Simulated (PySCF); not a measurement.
Rigid-rotor lines calculated for a species of formula C9H10O2 (commonest isotopes; PySCF 2.14.0, PBE0-D3(BJ)/def2-SVP geometry optimisation, gas phase), labelled J(Ka,Kc):

```csv
transition,MHz
"1(1,1) ← 0(0,0)",2123.3
"2(0,2) ← 1(0,1)",2837.3
"2(1,1) ← 1(1,0)",3252.4
"1(0,1) ← 0(0,0)",1465.0
"2(1,2) ← 1(1,1)",2607.4
```

(1) Find the rotational constants.

(2) What moments of inertia, asymmetry and inertial defect follow?

(3) Which dipole components do these lines need?

(4) Predict further lines from these constants: 1(1,0) ← 1(0,1); 2(0,2) ← 1(1,1); 2(2,0) ← 1(1,1); 2(1,1) ← 2(1,2); 2(1,2) ← 1(0,1); 2(2,0) ← 2(1,1); 2(2,1) ← 1(1,0); 2(2,1) ← 2(1,2); 2(1,1) ← 2(0,2); 1(1,0) ← 1(1,1).

(5) Which structure gave them?

Answers

(1) 1(0,1) ← 0(0,0) is B + C, 2(1,1) ← 1(1,0) is 3B + C and 2(1,2) ← 1(1,1) is B + 3C, so B − C is half the difference of the last two, 322.5 MHz. 1(1,1) ← 0(0,0) is A + C. A = 1552.1, B = 893.7, C = 571.2 MHz.

(2) I = 505379 MHz·u·Å² over each constant: Ia = 325.61, Ib = 565.46, Ic = 884.74 u·Å²; κ = (2B − A − C)/(A − C) = -0.342 (asymmetric top); Δ = Ic − Ia − Ib = -6.33 u·Å².

(3) μa and μb (a-type: ΔKa even, ΔKc odd; b-type: both odd). The calculation gives |μa| = 0.96 D, |μb| = 1.37 D, |μc| = 0.00 D.

(4) 
```
     transition   MHz  type  branch
1(1,0) ← 1(1,1)   323     a       Q
2(1,1) ← 2(1,2)   968     a       Q
1(1,0) ← 1(0,1)   981     b       Q
2(1,1) ← 2(0,2)  1396     b       Q
2(2,0) ← 2(1,1)  2068     b       Q
2(0,2) ← 1(1,1)  2179     b       R
2(2,1) ← 2(1,2)  2943     b       Q
2(1,2) ← 1(0,1)  3266     b       R
2(2,1) ← 1(1,0)  5228     b       R
2(2,0) ← 1(1,1)  5643     b       R
```

(5) `COCC1=CC=CC=C1C=O`, point group Cs. Three constants can't fix a structure by themselves; this is the one that was computed:
```xyz
21
C9H10O2 angstrom
C     -3.468   -1.470   -0.851
O     -2.114   -1.405   -0.532
C     -1.675   -0.109   -0.267
C     -0.213   -0.118    0.074
C      0.486   -1.325    0.095
C      1.845   -1.364    0.408
C      2.540   -0.193    0.707
C      1.856    1.016    0.690
C      0.491    1.070    0.378
C     -0.149    2.397    0.386
O     -1.311    2.623    0.145
H     -4.107   -1.097   -0.025
H     -3.710   -0.879   -1.757
H     -3.721   -2.522   -1.041
H     -2.247    0.350    0.565
H     -1.852    0.563   -1.131
H     -0.059   -2.240   -0.140
H      2.366   -2.325    0.417
H      3.603   -0.225    0.951
H      2.379    1.949    0.922
H      0.551    3.233    0.647
```

The values belong to one conformer (point group Cs) with, in the numbering `[CH3:1][O:2][CH2:3][c:4]1[cH:5][cH:6][cH:7][cH:8][c:9]1[CH:10]=[O:11]`, C1–O2–C3–C4 180°, O2–C3–C4–C5 0°, C8–C9–C10–O11 180°. No frequency check. No vibrational averaging or centrifugal distortion is included, and the geometry carries the error of its method. A rigid rotor knows nothing of internal rotation, which can split or shift real lines.
